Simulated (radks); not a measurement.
Results of a calculation; reference values are marked as such.
Spherical quantum dot in the effective-mass picture: electrons in a hard-walled sphere of radius 12.9, with a point charge +1 (a donor) at the centre, all in effective atomic units (hartree* = m*/eps^2 hartree, bohr* = eps/m* bohr), one dielectric constant everywhere. Level of theory: non-relativistic Kohn-Sham, PBEsol, spin-polarised, spherical densities (a radial shooting solver with Libxc functionals). Levels are named by radial order and angular momentum (1s, 1p, 1d, 2s, ...), and open shells are averaged over m. Results are scaled to m* = 0.048 and eps = 7, for which hartree* = 26.66 meV and bohr* = 7.717 nm.

N = 6, configuration 1s2 1p(up 3, down 0) 2s(up 1, down 0). This is the lowest configuration that the search found (a dilute case). Occupied levels:

| level | occupation | eigenvalue (meV) | <r> (nm) |
|---|---|---|---|
| 1s up | 1 | 11.157 | 17.58 |
| 2s up | 1 | 12.224 | 65.43 |
| 1s down | 1 | 12.488 | 45.46 |
| 1p up | 3 | 12.496 | 69.55 |

Energy (meV): total 17.4486, kinetic 21.323, external -45.270, Hartree 62.116, exchange-correlation -20.720.

Electron density:

| r (nm) | n(r) (e/nm^3) |
|---|---|
| 2.47 | 0.0003657 |
| 9.93 | 0.00005900 |
| 17.4 | 0.00001181 |
| 24.9 | 3.109e-06 |
| 32.3 | 1.366e-06 |
| 39.8 | 1.160e-06 |
| 47.2 | 1.397e-06 |
| 54.7 | 1.804e-06 |
| 62.2 | 2.158e-06 |
| 69.6 | 2.203e-06 |
| 77.1 | 1.779e-06 |
| 84.5 | 9.741e-07 |
| 92.0 | 2.538e-07 |
| 99.5 | 1.894e-10 |
